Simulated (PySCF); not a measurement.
**Potential energy of HgCl⁺ along the bond**

Set-up: PySCF, scalar-relativistic core potentials, basis sets Hg def2-SVP with ECP60, Cl def2-SVP. Energies in eV from Hg⁺ + Cl in their ground configurations at the same level. State: ¹Σ⁺ (singlet), closed shell.

All columns are r²SCAN. A positive dipole points towards Cl; it is taken about the centre of mass and depends on that origin.

| R (Å) | E (eV) | μ (D) | Mulliken charge on Hg (basis-dependent) | HOMO (eV) | LUMO (eV) | Mayer bond order | ⟨S²⟩ |
| --- | --- | --- | --- | --- | --- | --- | --- |
| 1.968 | -0.837 | -2.08 | 0.99 | -14.55 | -11.68 | 1.45 | 0.00 |
| 2.059 | -1.478 | -2.13 | 0.99 | -14.43 | -11.92 | 1.40 | 0.00 |
| 2.151 | -1.815 | -2.15 | 0.99 | -14.29 | -12.13 | 1.35 | 0.00 |
| 2.219 | -1.928 | -2.16 | 0.98 | -14.19 | -12.28 | 1.32 | 0.00 |
| 2.288 | -1.956 | -2.15 | 0.98 | -14.09 | -12.42 | 1.29 | 0.00 |
| 2.357 | -1.921 | -2.13 | 0.97 | -13.99 | -12.55 | 1.27 | 0.00 |
| 2.448 | -1.806 | -2.08 | 0.96 | -13.87 | -12.71 | 1.24 | 0.00 |
| 2.563 | -1.594 | -2.00 | 0.95 | -13.73 | -12.89 | 1.20 | 0.00 |
| 2.700 | -1.293 | -1.86 | 0.93 | -13.60 | -13.07 | 1.16 | 0.00 |
| 2.883 | -0.877 | -1.63 | 0.91 | -13.46 | -13.28 | 1.11 | 0.00 |

A fit through these points gives, at Re = 2.280 Å, μ = -2.15 D and dμ/dR = 0.189 D/Å; the reduced mass is 29.81 u.

How strong is the fundamental in the double-harmonic approximation, I = 42.26·(dμ/dR)²/μred km/mol?

I = 42.26·(0.189)²/29.81 = 0.0506 km/mol at r²SCAN.

Spin–orbit coupling is left out, which matters for elements this heavy, above all for dissociation energies. For an ion De counts to the pair picked by the measured ionisation energies or electron affinities, which need not be the lowest pair at this level.
